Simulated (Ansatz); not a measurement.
Isolated molecules relaxed with PBE0-D4/def2-TZVP in Ansatz; ΔE leaves out vibrations. CBS: MP2 limit from def2 TZ/QZ plus the TZ coupled-cluster correction, frozen cores. This one scheme is used for every species. Functionals use def2-TZVPP. Elements past krypton have def2 core potentials. For Sn outer-core shells are correlated without core-valence functions, which leaves a few kJ/mol of doubt a bond. One conformer a species, not always the lowest.

Reaction (redistribution): `[SiH3][SiH2][SnH3]` + `F[CH2][AlH2]` → `FC[SiH2][SnH3]` + `[AlH2][SiH3]`

```json
{"level": "ωB97X-V", "ΔE (kcal/mol)": "0.6"}
{"level": "HF/def2-TZVPP", "ΔE (kcal/mol)": "-0.3"}
```

(1) What does CCSD(T)/CBS give? (Estimate.)

Largest T1 diagnostic among the species: 0.014.

Answers

(1) Ansatz gave: +1.0 kcal/mol. The listed levels differ from it by -0.4, -1.3 kcal/mol.
